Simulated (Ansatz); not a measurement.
Relaxation of B2H6SSi (10 atoms, charge 0, multiplicity 1), to a largest force component of 0.02 eV/Å in at most 50 steps.

These are results of RKS PBE0-D4/cc-pVDZ in Ansatz 0.2.0, not measurements.

```xyz
10
Properties=species:S:1:pos:R:3
B -1.440 1.074 -0.549
B -0.035 0.284 -0.597
Si 0.465 -0.705 1.049
S 1.077 0.196 -1.984
H -1.532 2.178 -0.155
H -2.467 0.558 -0.795
H 1.915 -0.985 1.095
H -0.188 -2.022 1.111
H 0.144 -0.018 2.306
H 2.061 -0.560 -1.480
```

Task: Where does it end, and by what steps?

Result: It converged. After 6 steps the energy has fallen by 0.109 eV; H9 moved furthest, 0.06 Å.

```tsv
step	energy less start (eV)	largest force component (eV/Å)	accepted
0	0.0000	0.848	yes
1	-0.1000	0.225	yes
2	-0.1064	0.113	yes
3	-0.1069	0.118	yes
4	-0.1093	0.041	yes
5	-0.1094	0.039	yes
6	-0.1094	0.004	yes
```

```xyz
10
Properties=species:S:1:pos:R:3
B -1.447 1.078 -0.553
B -0.011 0.274 -0.611
Si 0.483 -0.726 1.090
S 1.067 0.204 -2.025
H -1.509 2.221 -0.159
H -2.500 0.523 -0.777
H 1.963 -0.989 1.123
H -0.231 -2.047 1.093
H 0.099 0.007 2.342
H 2.087 -0.545 -1.525
```

Time of the run: 24 s on 2 threads of Intel(R) Xeon(R) Platinum 8488C (Sapphire Rapids) (shared host), peak memory 0.21 GiB.
